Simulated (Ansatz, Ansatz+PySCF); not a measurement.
```json
{"atom": "B", "x (Å)": "0.0069", "y (Å)": "0.0010", "z (Å)": "-0.9084"}
{"atom": "N", "x (Å)": "0.0040", "y (Å)": "0.0045", "z (Å)": "0.7275"}
{"atom": "H", "x (Å)": "0.0094", "y (Å)": "-1.1785", "z (Å)": "-1.2389"}
{"atom": "H", "x (Å)": "-1.0211", "y (Å)": "0.5900", "z (Å)": "-1.2517"}
{"atom": "H", "x (Å)": "1.0262", "y (Å)": "0.5832", "z (Å)": "-1.2358"}
{"atom": "H", "x (Å)": "-0.0033", "y (Å)": "0.9484", "z (Å)": "1.0798"}
{"atom": "H", "x (Å)": "-0.8286", "y (Å)": "-0.4726", "z (Å)": "1.0804"}
{"atom": "H", "x (Å)": "0.8307", "y (Å)": "-0.4719", "z (Å)": "1.0950"}
```

Basis set: def2-SVP (spherical functions). Frozen core: 2 orbitals. Charge 0, multiplicity 1.

Computed with Ansatz (development build ahead of 0.2.0); each method stands on the lowest determinant of its kind that the runs found. Restricted open shells among the atoms or ions are ROHF, correlated in semicanonical orbitals with singles.

The atomization energy at this shape (free ground-state atoms in the same class of orbitals less the molecule, no zero-point energy) of singlet BNH₆:

| method | atomization energy |
| --- | --- |
| RHF-CCSD(T) | 580.43 kcal/mol |
| RHF-MP2 | 577.27 kcal/mol |
| RHF | 460.08 kcal/mol |

Q: What does UHF give?

A: 455.94 kcal/mol.
